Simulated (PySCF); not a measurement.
**Ta⁺ (tantalum, charge +1): UHF calculation**

Configuration: [Xe] 4f14 5d3 6s1, high-spin 5F determinant. Computed with PySCF 2.14 in x2c-TZVPPall with one added diffuse shell each of s, p, d, f type (12s8p8d4f1g, 113 functions), with scalar relativity by spin-free X2C-1e.

```json
{
  "Total energy": "-15599.793310 hartree",
  "One-electron energy": "-21398.0728 hartree",
  "Hartree (Coulomb) energy": "6113.8984 hartree",
  "Exchange energy": "-315.6189 hartree",
  "⟨S²⟩": "6.0072",
  "⟨L²⟩": "12.040",
  "Sum of ⟨r⟩": "41.37 bohr",
  "Sum of ⟨r²⟩": "53.74 bohr²",
  "Langevin diamagnetic susceptibility": "-42.6 ×10⁻⁶ cm³/mol"
}
```

```csv
shell,electrons,mean orbital energy (hartree),spread (hartree),"rms radius, mean of both spins (bohr)"
1s α,1,-2490.68505,0,0.0211
1s β,1,-2490.68446,0,0.0211
2s α,1,-433.24483,0,0.0853
2s β,1,-433.23580,0,0.0853
2p α,3,-380.68039,0,0.0775
2p β,3,-380.67233,0,0.0775
3s α,1,-101.70864,0,0.218
3s β,1,-101.70607,0,0.218
3p α,3,-85.72701,0,0.220
3p β,3,-85.72566,0,0.220
3d α,5,-66.46367,0.00706,0.201
3d β,5,-66.45773,0.00204,0.201
4s α,1,-22.11770,0,0.488
4s β,1,-22.10705,0,0.488
4p α,3,-16.75702,0,0.519
4p β,3,-16.74875,0,0.519
4d α,5,-9.65843,0.01643,0.564
4d β,5,-9.64485,0.00608,0.564
5s α,1,-3.50797,0,1.19
5s β,1,-3.40248,0,1.19
5p α,3,-2.11741,0,1.39
5p β,3,-1.95787,0,1.39
4f α,7,-1.75701,0.00384,0.705
4f β,7,-1.74533,0.00938,0.705
5d α,3,-0.59405,0,2.24
6s α,1,-0.53232,0,3.34
```

Spin-orbit coupling, absent here, splits the open shell strongly.

Densities and radii are taken from the X2C orbitals without a picture-change correction, which distorts them close to the nucleus.

Spin-orbit constants ζ (cm⁻¹) from the X2C one-electron operator on these orbitals: bare nucleus, nucleus screened by l(l+1)(2l+1)/3 electrons, and screened by the Breit-Pauli mean field of the electrons.

```
shell     bare  screened nucleus  mean field
   2p  6431000           6255000         n/a
   3p  1398000           1360000         n/a
   3d   218700            188700         n/a
   4p   317100            308400         n/a
   4d    42700             36850         n/a
   4f     7210              4444         n/a
   5p    40280             39170         n/a
   5d     2355              2032         n/a
```

To first order the Landé constant is A = 508.0 cm⁻¹, so the lowest level has J = 1 and lies 0.504 eV below the centre of the term. This holds in LS coupling only.
